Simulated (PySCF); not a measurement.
# O⁺ (oxygen, charge +1) across methods

[He] 2s2 2p3, high-spin 4S determinant. All numbers are calculated (PySCF 2.14, the non-relativistic Hamiltonian (point nucleus), in aug-cc-pVQZ with one added diffuse shell each of s, p, d, f, g type (7s6p5d4f3g, 105 functions)).

```json
{"method": "PBE0", "E (hartree)": "-74.5122", "mean ε 2s α (eV)": "-45.394", "mean ε 2s β (eV)": "-37.604", "mean ε 2p α (eV)": "-28.976", "Σ⟨r²⟩ (bohr²)": "7.424", "⟨S²⟩": "3.752"}
{"method": "BHandHLYP", "E (hartree)": "-74.5742", "mean ε 2s α (eV)": "-48.955", "mean ε 2s β (eV)": "-39.767", "mean ε 2p α (eV)": "-31.391", "Σ⟨r²⟩ (bohr²)": "7.394", "⟨S²⟩": "3.753"}
{"method": "r2SCAN", "E (hartree)": "-74.5574", "mean ε 2s α (eV)": "-43.520", "mean ε 2s β (eV)": "-35.698", "mean ε 2p α (eV)": "-27.297", "Σ⟨r²⟩ (bohr²)": "7.392", "⟨S²⟩": "3.753"}
{"method": "UHF", "E (hartree)": "-74.37575", "mean ε 2s α (eV)": "-56.375", "mean ε 2s β (eV)": "-41.660", "mean ε 2p α (eV)": "-36.207", "Σ⟨r²⟩ (bohr²)": "7.339", "⟨S²⟩": "3.756"}
{"method": "revPBE", "E (hartree)": "-74.5601", "mean ε 2s α (eV)": "-41.577", "mean ε 2s β (eV)": "-35.642", "mean ε 2p α (eV)": "-26.333", "Σ⟨r²⟩ (bohr²)": "7.474", "⟨S²⟩": "3.752"}
{"method": "PBEsol", "E (hartree)": "-74.2494", "mean ε 2s α (eV)": "-41.326", "mean ε 2s β (eV)": "-35.444", "mean ε 2p α (eV)": "-26.296", "Σ⟨r²⟩ (bohr²)": "7.492", "⟨S²⟩": "3.752"}
{"method": "r2SCAN0", "E (hartree)": "-74.5593", "mean ε 2s α (eV)": "-46.778", "mean ε 2s β (eV)": "-37.552", "mean ε 2p α (eV)": "-29.655", "Σ⟨r²⟩ (bohr²)": "7.368", "⟨S²⟩": "3.754"}
{"method": "LDA", "E (hartree)": "-74.0145", "mean ε 2s α (eV)": "-41.169", "mean ε 2s β (eV)": "-35.587", "mean ε 2p α (eV)": "-26.444", "Σ⟨r²⟩ (bohr²)": "7.513", "⟨S²⟩": "3.752"}
```

Task: Estimate the same row for PBE.

Result: E (hartree) = -74.4960; mean ε 2s α (eV) = -41.527; mean ε 2s β (eV) = -35.646; mean ε 2p α (eV) = -26.367; Σ⟨r²⟩ (bohr²) = 7.483; ⟨S²⟩ = 3.752.
